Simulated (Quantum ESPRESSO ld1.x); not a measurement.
The numbers below are computed, except where a source is named.
All-electron atom: Li III in 1s1.

Level of theory: Dirac Kohn-Sham, LDA (Slater exchange, Hedin-Lundqvist correlation), spin-unpolarised, spherical densities, point nucleus (ld1.x of Quantum ESPRESSO 7.5).

Energy parts (eV):
| part | energy |
|---|---|
| total | -116.3 |
| kinetic | 115.1 |
| electron-nucleus | -237.4 |
| Hartree | 24.6 |
| exchange-correlation | -18.5 |

Orbitals (lengths in bohr, moments of r in powers of bohr; <r^-3> diverges for s and p1/2):
| orbital | occ. | eigenvalue (eV) | <r^4> | <r^-3> | small-component weight |
|---|---|---|---|---|---|
| 1s1/2 | 1 | -97.478 | 0.3386 | - | 1.13e-04 |

The highest occupied level is 1s1/2 at -97.478 eV. The density falls to 0.001 e/bohr^3 at r = 1.56 bohr.
